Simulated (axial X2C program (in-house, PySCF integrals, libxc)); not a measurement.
## MoCO⁺: properties at the nuclei

Calculated with an axial X2C code built on PySCF integrals: two-component X2C with atomic mean-field Coulomb and Gaunt terms, Gaussian nuclei, basis Mo dyall-v3z, C dyall-v3z, O dyall-av3z with contracted cores.

Mo–C–O held linear, with bonds 2.154 and 1.119 Å (near the PBE0 minimum at charge 1 of the determinant lowest at the starting distance; the state shown can have its own minimum elsewhere, held linear; other orders of the atoms were not compared).

Determinant lowest in the PBE0 search, Ω = 5/2 (⟨Sz⟩ = 2.50, ⟨Lz⟩ = 0.00 at PBE0), spin on the atoms Mo 2.46, C 0.00, O 0.04:

| level | Eeff magnitude (GV/cm) | Ws magnitude Mo (kHz) | A∥/gI Mo (MHz) | qzz Mo (a.u.) | A∥/gI C (MHz) | qzz C (a.u.) | A∥/gI O (MHz) | qzz O (a.u.) |
| --- | --- | --- | --- | --- | --- | --- | --- | --- |
| PBE0 | 1.61 | 0.307 | 111 | -0.89 | -16.2 | -0.82 | -2.05 | -0.72 |
| HF | 1.82 | 0.348 | -102 | -1.86 | -26 | -1.02 | 0.878 | -0.80 |
| PBE | 1.44 | 0.276 | 201 | -0.45 | -14.9 | -0.74 | -3.18 | -0.67 |

Eeff is the effective electric field on the electron electric dipole moment in this Ω state and Ws the scalar–pseudoscalar constant of the nucleus named (defined with the proton number Z and per Ω); A∥ (defined per Ω) follows by multiplying with gI = μI/(I μN); qzz is the electric field gradient, eQq0 = 234.96 MHz × Q/barn × qzz. The operators were transformed with the bare-nucleus X2C matrices; with these basis sets, hyperfine constants and field gradients can be off by tens of per cent, and where levels differ in sign neither size nor sign is settled.

Q: With gI(13C) = 1.4048, Q(17O) = -0.02558 barn (g factors from the IAEA table of nuclear moments by Stone; Q from Pyykkö, Mol. Phys. 2018), turn the PBE0 values of the first state into constants in MHz.

A: A∥(13C) = -16.2 × 1.4048 = -22.8 MHz; eQq0(17O) = 234.96 × (-0.02558) × (-0.72) = 4.33 MHz.

The molecule was held linear; bending was not examined, so a bent shape may lie lower.

Each state is one determinant with collinear spin, which with several unpaired electrons need not be a pure state. Unrestricted Hartree–Fock can overshoot spin polarisation at the nuclei. This is the top spin component of a Σ state; components of lower Ω are not single determinants and can lie lower. With several open shells hyperfine constants can be off by a factor of several. The search compared states at one distance, so a state with another bond length can lie lower. Further determinants of the search, some of them spin-mixed, are not shown. Where a field gradient or hyperfine factor spreads by more than a factor of two over the levels, a constant derived from it is not to be relied on.
